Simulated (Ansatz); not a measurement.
Computed with Ansatz on PBE0-D4/def2-TZVP structures; ΔE is electronic, products minus reactants. CBS: MP2 limit from def2 TZ/QZ plus the TZ coupled-cluster correction, frozen cores. Functionals use def2-TZVPP. Elements past krypton have def2 core potentials. For Ga, Sn outer-core shells are correlated without core-valence functions, which leaves a few kJ/mol of doubt a bond. Scalar relativity is left out up to krypton.

Consider the formal exchange of groups at the Sn–C bond: `C=[C]([GaH2])[SnH3]` + `BC=C` → `B[C](=C)[SnH3]` + `C=[CH][GaH2]`.

```tsv
level	ΔE (kJ/mol)
r2SCAN-D4	6.1
PBE	5.4
r2SCAN	5.8
PBE0	5.3
```

What does CCSD(T)/CBS give? (Best estimate.)

Computed: +7.0 kJ/mol. The listed levels differ from it by -0.9, -1.6, -1.2, -1.7 kJ/mol.

Largest T1 diagnostic among the species: 0.013.

CCSD(T)/CBS has its own doubt, a few kJ/mol and more with outer-core shells, so smaller differences from it don't rank the levels.
